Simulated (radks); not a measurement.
Question: Coherent X-ray form factor from a spherical all-electron density. All-electron calculation, Dirac Kohn-Sham, PBE, spin-unpolarised, spherical densities, point nucleus. Program: a radial shooting solver on a logarithmic mesh with Libxc functionals.

| sin(theta)/lambda (1/angstrom) | f0 (electrons) |
|---|---|
| 0.05 | 43.933 |
| 0.1 | 43.734 |
| 0.15 | 43.405 |
| 0.2 | 42.952 |
| 0.25 | 42.381 |
| 0.3 | 41.700 |
| 0.4 | 40.047 |
| 0.5 | 38.082 |
| 0.6 | 35.905 |
| 0.8 | 31.300 |
| 1 | 26.912 |
| 1.25 | 22.358 |
| 1.5 | 19.023 |
| 2 | 14.942 |

The species is in the configuration that NIST lists as its ground one. Which atom or ion scatters so?

Answer: The platinum ion Pt34+, [Kr] 4d8. Extrapolating in s^2 from the first two rows gives f0(0) = 44.0, near the electron count 44; among species with that count, the fall with angle is slower the higher Z, and the table is that of Z = 78; from so few rows the species is fixed only to a neighbour or two.
